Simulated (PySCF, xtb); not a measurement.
BH5OSi, SMILES BO[SiH3]. Atoms are numbered in the order given.

```xyz
8

B      0.2097    -1.7686     0.0000
H     -0.4399    -2.7752     0.0000
H      1.4132    -1.7827     0.0000
O     -0.4506    -0.5903     0.0000
Si     0.0692     0.9856     0.0000
H     -0.4692     1.6427     1.2124
H     -0.4692     1.6427    -1.2124
H      1.5523     1.0384     0.0000
```
Charge 0, spin multiplicity 1.

Geometry: r2SCAN-D4/def2-TZVP.

These are PySCF with IEF-PCM-PBE0/def2-SVP values and carry that method's errors.

The values are the electrostatic part of the solvation free energy, E(continuum) − E(gas) at the gas-phase geometry, in a cavity of scaled van der Waals radii (PySCF's table); cavitation and dispersion terms are not included. In vacuum the orbital gap is 7.96 eV. The dipole moment in vacuum is 1.17 D.

Computed values in water (ε = 78.36), n-hexane (ε = 1.88), benzene (ε = 2.27):
```
solvent       ε  ΔG(elec) (kcal/mol)  dipole (D)  gap (eV)
--------  -----  -------------------  ----------  --------
water     78.36                 -1.0        1.40      8.01
n-hexane   1.88                 -0.3        1.25      7.97
benzene    2.27                 -0.4        1.27      7.98
```

For comparison, GFN2-xTB/ALPB(water) (xtb, at the GFN2-xTB geometry, all terms of that model) gives -0.1 kcal/mol.
